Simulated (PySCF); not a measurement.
**Calculated NMR parameters of C#C/C(=C\C#N)OC**

```
Formula                               : C6H5NO
SMILES                                : C#C/C(=C\C#N)OC
InChI                                 : InChI=1S/C6H5NO/c1-3-6(8-2)4-5-7/h1,4H,2H3/b6-4+
Point group of the computed structure : Cs
Degrees of unsaturation               : 5
Carbon signals                        : 6
Proton signals                        : 3
```

Mapped SMILES: `[CH:1]#[C:2]/[C:3](=[CH:4]\[C:5]#[N:6])[O:7][CH3:8]` (H(Xn): hydrogen on atom n).

PySCF 2.14.0 with density-fitted response routines calculation with structure optimised with PBE0-D3(BJ)/def2-SVP, spin–spin couplings from B3LYP/pcJ-1 (spin–dipole term only in couplings to heteroatoms) and σ from GIAO-PBE0/pcSseg-1; fast rotation and ring inversion assumed for equivalent nuclei, gas phase, one conformer, non-relativistic.

Shifts are taken against calculated references (same method and geometry level): 1H (31.27 ppm) and 13C (184.41 ppm) vs TMS; 15N (265.67 ppm) against NH3; 17O (334.56 ppm) against H2O.

| carbon | δC, type | δH (multiplicity, J in Hz) | HMBC from (abs. J ≥ 3 Hz) | span of the C tensor (ppm) |
| --- | --- | --- | --- | --- |
| C1 | 101.9, CH | 3.84 (s) | – | 171 |
| C2 | 75.5, C | – | H(C4), H(C1) | 282 |
| C3 | 160.4, C | – | H(C4), H(C1), H(C8) | 173 |
| C4 | 92.5, CH | 5.11 (s) | – | 155 |
| C5 | 120.7, C | – | – | 342 |
| C8 | 57.0, CH3 | 3.74 (s) | – | 76 |

Other nuclei:
```
atoms  nucleus       environment  δ (ppm)  σ (ppm)
   N6      15N  nitrile nitrogen    333.2    -67.6
   O7      17O      ether oxygen    123.0    211.6
```

Selected couplings (Hz, signed; the shortest-range and largest first, 30 at most; isotopes 13C, 1H, 15N): 1J(C1,H(C1)) 281.7, 1J(C1,C2) 204.3, 1J(C4,H(C4)) 181.5, 1J(C8,H(C8)) 151.7, 1J(C2,C3) 106.8, 1J(C4,C5) 103.2, 1J(C3,C4) 101.2, 1J(C5,N6) -20.5, 2J(C1,C3) 12.7, 2J(C2,C4) 5.2, 2J(C4,N6) 4.6, 2J(C3,C5) 4.3, 2J(C3,C8) -2.1, 3J(C2,C8) 4.5, 3J(C2,C5) 3.9, 3J(C4,C8) 3.9, 3J(C1,C4) 2.9, 3J(C3,N6) -1.9, 3J(N6,H(C4)) -1.7, 4J(C1,C5) -1.4, 4J(C5,C8) 1.0.

- Carbon types of the structure: 3 × C, 2 × CH, 1 × CH3, which accounts for all hydrogens.
- δC 160.4: alkene carbon bearing oxygen; an sp2 carbon further deshielded by the attached heteroatom.
- δC 120.7: nitrile carbon; C≡N carbons fall here, among the sp2 signals but without a proton.
- δC 101.9: terminal alkyne carbon; the triple bond shields along its axis, which puts it between sp3 and sp2 carbons.
- δC 92.5: β carbon of an enol-ether or enamine type C=C; the O or N lone pair pushes π density onto this β carbon and shields it.
- δC 75.5: alkyne carbon; the triple bond shields along its axis, which puts it between sp3 and sp2 carbons.

Shifts are as computed. Against solution values, carbons near 30 ppm lie about +2 ppm off and those near 130 ppm about +5 ppm. Of 1211 compounds with measured shifts, 218 miss one by over three times the rms of a fit or turn the order of signals round; such compounds aren't used in these exercises. Experimental scales use liquid or dissolved standards, which lie at an offset from isolated NH3 (liquid NH3: subtract about 20 ppm) and H2O (liquid H2O: subtract about 36 ppm). Unscaled 15N shifts of sp2 nitrogen come out 20 to 40 ppm too high even then.
